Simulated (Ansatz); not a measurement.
Ansatz (an electronic-structure program) input (HSE06/def2-TZVPD):

Ansatz 0.2 input:
```yaml
crystal:
  periodic: [false, false, false]
  atoms:
    - {symbol: V, position_ang: [-0.44185433, -0.43307647, -0.08278917]}
    - {symbol: O, position_ang: [-1.54698596, -1.51625361, -0.28985498]}
    - {symbol: Br, position_ang: [-0.76397509, 1.64139754, -1.07926102]}
    - {symbol: Br, position_ang: [1.40793330, -1.01023218, 1.19991789]}
basis:
  gaussian:
    orbitals: def2-TZVPD
hamiltonian:
  xc: {name: HSE06}
magnetization: {spin_polarized: true, initial_magnetization: 1}
output: {forces: true}
```

Output:

```
Functional definition: HSE06
integrals: 0.24 GiB planned
1635 factors; their error is unknown
integrals: 0.27 GiB planned
73 factors; integrals over basis functions are off by at most 8.9e-5 eV
mean field: 2.73 GiB planned
mean field evaluation 1: about -167799.5280 eV, gradient 4.5e1 eV
mean field evaluation 2: about -167680.7963 eV, gradient 1.7e2 eV
mean field evaluation 4: about -167803.3038 eV, gradient 3.1e1 eV
mean field evaluation 8: about -167807.2695 eV, gradient 2.8e-1 eV
mean field evaluation 16: about -167808.0285 eV, gradient 2.7e-3 eV
mean field evaluation 32: about -167807.9066 eV, gradient 2.8e0 eV
mean field -167808.02852262 eV, -6166.8313038392 hartree, gradient 5.9e-6 eV, S^2 0.773344; 1 other end points of the search recorded, 0 dependent functions left out
the calculation of the forces begins
reference -167808.02858624 eV, -6166.8313061773 hartree; 51, 50 occupied and 151, 152 virtual orbitals, 1635 factors
Total energy: -167808.02858624 eV, -6166.8313061773 hartree
Atom 0 at    -0.441854    -0.433076    -0.082789 Å, force    -0.426128    -0.417663    -0.079843 eV/Å
Atom 1 at    -1.546986    -1.516254    -0.289855 Å, force     0.533909     0.523303     0.100037 eV/Å
Atom 2 at    -0.763975     1.641398    -1.079261 Å, force     0.017332    -0.139773     0.064642 eV/Å
Atom 3 at     1.407933    -1.010232     1.199918 Å, force    -0.125113     0.034133    -0.084837 eV/Å
Dipole moment:     0.063999     0.062728     0.011991 e Å
```

The spin state was set by rule; other spins were not relaxed.
